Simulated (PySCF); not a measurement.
Two species compared at the same levels of theory.

First species: C₃H₁₀BNSi.
SMILES with atom numbers: `[BH2:1][C@H:2]1[CH2:3][CH2:4][NH:5][SiH2:6]1` (hydrogens: H7, H8 on B1; H9 on C2; H10, H11 on C3; H12, H13 on C4; H14 on N5; H15, H16 on Si6)

Cartesian coordinates in Å at the PBE0-D3(BJ)/def2-SVP level; atoms count from 1:
```
atom  x, y, z in Å
B1     2.0987    0.2354    0.5891
C2     0.9309    0.0245   -0.3665
C3     0.0525   -1.2320   -0.3171
C4    -1.4153   -0.8652   -0.5397
N5    -1.6467    0.3441    0.2290
Si6   -0.2599    1.3699    0.3606
H7     2.1867   -0.4171    1.6074
H8     2.8937    1.1315    0.4005
H9     1.0922    0.4049   -1.3898
H10    0.1566   -1.6999    0.6752
H11    0.3904   -1.9704   -1.0618
H12   -1.6134   -0.7278   -1.6236
H13   -2.0740   -1.6820   -0.1977
H14   -2.6071    0.6375    0.3522
H15    0.0084    1.8216    1.7624
H16   -0.2343    2.5980   -0.4967
```

Second species: MeOCOCH(CF3)2, C5H4F6O2.
SMILES: `COC(=O)C(C(F)(F)F)C(F)(F)F`

Levels: CAM-B3LYP/def2-SVPD for HOMO energy, LUMO energy, HOMO–LUMO gap and static isotropic polarisability; TDDFT CAM-B3LYP/def2-SVPD for lowest singlet excitation; TDA CAM-B3LYP/def2-SVPD for lowest triplet excitation (Tamm–Dancoff). Geometries: PBE0-D3(BJ)/def2-SVP. Each species is one conformer at its optimised geometry, gas phase, non-relativistic unless stated. Electronic properties by PySCF.

Dipoles, sizes and rotational constants follow the conformer. The torsions of the flexible species, by atom-mapped SMILES:
- `[CH3:1][O:2][C:3](=[O:4])[CH:5]([C:6]([F:7])([F:8])[F:9])[C:10]([F:11])([F:12])[F:13]`: C1–O2–C3–O4 1°, O2–C3–C5–C6 61°, C3–C5–C6–F7 165°, C3–C5–C10–F11 71°

The conformers of `B[C@H]1CCN[SiH2]1` aren't listed.

```tsv
property	column X	column Y
HOMO energy	-10.59 eV	-8.23 eV
LUMO energy	0.35 eV	0.19 eV
HOMO–LUMO gap	10.94 eV	8.42 eV
lowest singlet excitation	5.85 eV	5.64 eV
lowest triplet excitation (Tamm–Dancoff)	5.32 eV	5.27 eV
static isotropic polarisability	71.0 au	82.2 au
```

Problem. Which column belongs to which species?

Solution. Column X is the second species and column Y the first. The first has 16 atoms and 54 electrons, the second 17 and 104.

Problem. How does each property change from the first species to the second?

Solution. HOMO energy -2.36 eV; LUMO energy +0.16 eV; HOMO–LUMO gap +2.52 eV; lowest singlet excitation +0.21 eV; lowest triplet excitation (Tamm–Dancoff) +0.05 eV; static isotropic polarisability -11.2 au.

On the first: No computed singlet falls in the visible range (750 to 380 nm, 1.65 to 3.26 eV); S1 lies 2.38 eV above its blue end. S1 lies 2.78 eV below the HOMO–LUMO gap; its leading configuration is HOMO→LUMO, weight 0.78.

On the second: The vertical singlet–triplet gap S1 − T1 is 0.53 eV (TDDFT singlet less Tamm–Dancoff triplet; S1: HOMO→LUMO, weight 0.98; T1: HOMO→LUMO, weight 0.97). The principal polarisabilities are 64.4, 69.3 and 79.4 au; their mean is the isotropic value.
